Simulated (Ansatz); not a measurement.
Basis sets compared for `C[Si](C)(C)[Si](C)(C)[Si](C)(C)[Si](C)(C)C`. Charge 0, multiplicity 1. Geometry PBE-D4/def2-SVP. Ansatz on 2 threads of AMD EPYC 7R13 on a shared host and a share (18 GiB) of an NVIDIA H100 80GB HBM3; times are rough, and most runs start from earlier orbitals.

```csv
atom,x (Å),y (Å),z (Å)
C1,-2.511,2.257,2.921
Si2,-2.140,0.660,1.956
C3,-1.785,-0.742,3.191
C4,-3.662,0.206,0.909
Si5,-0.275,1.015,0.557
C6,-0.782,2.200,-0.855
C7,1.123,1.824,1.580
Si8,0.509,-1.028,-0.318
C9,-0.952,-2.108,-0.913
C10,1.459,-1.962,1.053
Si11,1.964,-0.651,-2.136
C12,3.263,0.662,-1.682
C13,2.851,-2.276,-2.574
C14,0.976,-0.061,-3.650
H15,-2.723,3.101,2.232
H16,-3.396,2.125,3.580
H17,-1.651,2.548,3.559
H18,-2.633,-0.877,3.895
H19,-0.876,-0.530,3.791
H20,-1.624,-1.706,2.664
H21,-3.901,1.012,0.186
H22,-3.491,-0.726,0.333
H23,-4.553,0.052,1.554
H24,-1.546,1.735,-1.511
H25,-1.207,3.142,-0.451
H26,0.093,2.464,-1.484
H27,0.792,2.797,2.000
H28,2.023,2.007,0.956
H29,1.422,1.172,2.426
H30,-1.567,-1.570,-1.663
H31,-1.612,-2.384,-0.065
H32,-0.588,-3.047,-1.380
H33,0.809,-2.156,1.931
H34,2.332,-1.372,1.400
H35,1.833,-2.938,0.679
H36,3.832,0.370,-0.775
H37,2.785,1.643,-1.480
H38,3.991,0.804,-2.509
H39,3.535,-2.133,-3.438
H40,3.453,-2.647,-1.720
H41,2.123,-3.068,-2.846
H42,0.447,0.891,-3.440
H43,1.646,0.104,-4.520
H44,0.215,-0.813,-3.945
```

Single mean-field runs in def2-TZVP are fitted with def2-universal-jkfit.

Binding counts from free atoms (C triplet, Si triplet, H doublet) in the same basis, without a counterpoise term.

| level | functions | energy (Eh) | HOMO (eV) | LUMO (eV) | binding per atom (eV) | wall time |
| --- | --- | --- | --- | --- | --- | --- |
| PBE-D4/def2-SVP | 362 | -1555.4259 | -5.17 | -0.31 | 3.99 | 13 s |
| PBE0-D4/def2-SVP | 362 | -1555.6406 | -6.22 | 0.41 | 3.97 | 18 s |

(1) Estimate the rows for PBE-D4/def2-TZVP (with forces), PBE0-D4/def2-TZVP.

Answers

(1) 
```json
{"level": "PBE-D4/def2-TZVP (with forces)", "functions": "638", "energy (Eh)": "-1556.2727", "HOMO (eV)": "-5.24", "LUMO (eV)": "-0.62", "binding per atom (eV)": "3.98", "wall time": "11 s"}
{"level": "PBE0-D4/def2-TZVP", "functions": "638", "energy (Eh)": "-1556.4682", "HOMO (eV)": "-6.24", "LUMO (eV)": "0.15", "binding per atom (eV)": "3.95", "wall time": "17 s"}
```
